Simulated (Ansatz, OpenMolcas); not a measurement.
**Worked example: the enthalpy of formation of BrCl (bromine chloride)**

The species is BrCl (2 atoms), meant as a singlet with charge 0. SMILES: `ClBr`. The bond length is the measured one.

```xyz
2

Cl    0.0000    0.0000    0.0000
Br    0.0000    0.0000    2.1361
```

Total energies at HF/def2-TZVPPD (OpenMolcas 26.06); the atoms run unrestricted:

| species | state | energy (Eh) |
| --- | --- | --- |
| BrCl | singlet | -3031.903623 |
| Cl | doublet | -459.477169 |
| Br | doublet | -2572.398469 |

Harmonic wavenumbers at SVWN5/def2-TZVP, in cm⁻¹: 449.

Measured heats of formation of the gaseous atoms at 298.15 K, in kJ/mol: Cl 121.3, Br 111.9. Spin-orbit lowering of the atoms at 298 K (mean of the ground term's levels less their thermal mean, from spectra), in kJ/mol: Cl 3.44, Br 14.69. Take 1 Eh = 2625.50 kJ/mol, 1 cm⁻¹ = 0.0119627 kJ/mol, RT = 2.479 kJ/mol.

Problem. Work out the heat of formation of the gas at 298 K.

Solution. 
1. Electronic atomisation energy: (-459.477169) + (-2572.398469) − (-3031.903623) = 0.027985 Eh = 73.5 kJ/mol.
2. Zero-point energy: half the sum of the wavenumbers, 224.5 cm⁻¹ = 2.7 kJ/mol.
3. Thermal vibrational enthalpy, Σ hcν̃/(exp(hcν̃/kT) − 1): 0.7 kJ/mol. Translation, rotation and pV of a linear molecule: 3.5 RT = 8.7 kJ/mol.
4. The 2 free atoms carry 5/2 RT each: 12.4 kJ/mol.
5. Spin-orbit coupling lowers the free atoms by 3.44 + 14.69 = 18.1 kJ/mol.
6. Atomisation enthalpy at 298 K: 73.5 − 18.1 − 2.7 − 0.7 − 8.7 + 12.4 = 55.7 kJ/mol.
7. Sum of the atoms' heats of formation: 233.2 kJ/mol. Heat of formation: 233.2 − 55.7 = +177.5 kJ/mol.

The tabulated value is +14.4 kJ/mol (Active Thermochemical Tables), so this level is off by +163.1 kJ/mol, or 74.6 % of the atomisation enthalpy. Hartree–Fock leaves out correlation, which is larger in the molecule than in the atoms, so it underbinds and puts the heat of formation too high. Relativity is left out. Anharmonicity and any spin-orbit splitting of the molecule are left out.
